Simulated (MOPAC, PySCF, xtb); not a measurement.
Complex: CH4 (SMILES C) (first 5 atoms) with C3H4 (SMILES C=C=C); geometry from B3LYP-D3(BJ)/def2-TZVP, rigid monomers moved along the line of their centres of mass till H5···C7 is 2.68 Å.
(charge 0, multiplicity 1):
```xyz
12

C     -0.204    -0.044    -0.291
H      0.372    -0.099    -1.213
H     -0.758     0.894    -0.267
H     -0.902    -0.880    -0.252
H      0.468    -0.091     0.564
C      1.408    -0.051     3.359
C      0.118     0.026     3.216
C     -1.171     0.103     3.067
H      1.907    -1.008     3.466
H      2.027     0.839     3.378
H     -1.622     0.086     2.082
H     -1.833     0.187     3.921
```

Counterpoise-corrected where a basis set is named; no monomer relaxation. Rows marked so take none.

Rows in 6-31G* carry no dispersion term and start afresh at each structure (6-31G* with six Cartesian d functions). The state that AM1 reach isn't checked.

Run with MOPAC for AM1 (differences of heats of formation); PySCF for 6-31G* rows; xtb for the GFN methods. Each number belongs to the level named beside it.

Q: One of these levels gives -24.1 meV for the interaction energy. Which?
(A) HF/6-31G* (no counterpoise)
(B) GFN2-xTB
(C) AM1

A: B, GFN2-xTB. The others give 3.6 (AM1), 58.6 (HF/6-31G* (no counterpoise))
